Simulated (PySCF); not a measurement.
One molecule, one basis, several functionals.

C3H6B2F2.
SMILES: `C=C(BBF)CF`

Torsions of this conformer, `[CH2:1]=[C:2]([BH:3][BH:4][F:5])[CH2:6][F:7]`: C1–C2–B3–B4 -168°, C2–B3–B4–F5 99°, C1–C2–C6–F7 152°.

PySCF, pcSseg-1 basis, density fitting, gas phase, PBE0-D3(BJ)/def2-SVP geometry. One functional is left out:

```
functional  exact exchange (%)  HOMO energy (eV)  LUMO energy (eV)  dipole moment (D)
     B97-D                   0             -6.29             -3.11              3.629
      BLYP                   0             -6.17             -3.10              3.595
       LDA                   0             -6.33             -3.56              3.708
       PBE                   0             -6.25             -3.29              3.593
     B97-2                  21             -7.45             -2.34              3.758
 BHandHLYP                  50             -9.06             -1.26              3.931
```

Q: Predict the row of B3LYP (20 % exact exchange) by straight lines through the other rows, and check it.

A: 
| property | line | computed | computed − line | B97-2 (21 %), for comparison |
| --- | --- | --- | --- | --- |
| HOMO energy (eV) | -7.38 | -7.50 | -0.12 | -7.45 |
| LUMO energy (eV) | -2.45 | -2.53 | -0.08 | -2.34 |
| dipole moment (D) | 3.751 | 3.749 | -0.002 | 3.758 |

Q: Which of these properties follows the share of exact exchange most closely, and which least?

A: Most closely the HOMO energy, least the dipole moment; the correlations over the tabulated rows are HOMO energy -0.999, LUMO energy 0.980, dipole moment 0.947. The HOMO energy moves by -0.561 eV for every 10 %. Functionals with the same share still differ in their other parts: at 0 % BLYP and LDA differ by 0.16 eV in it.
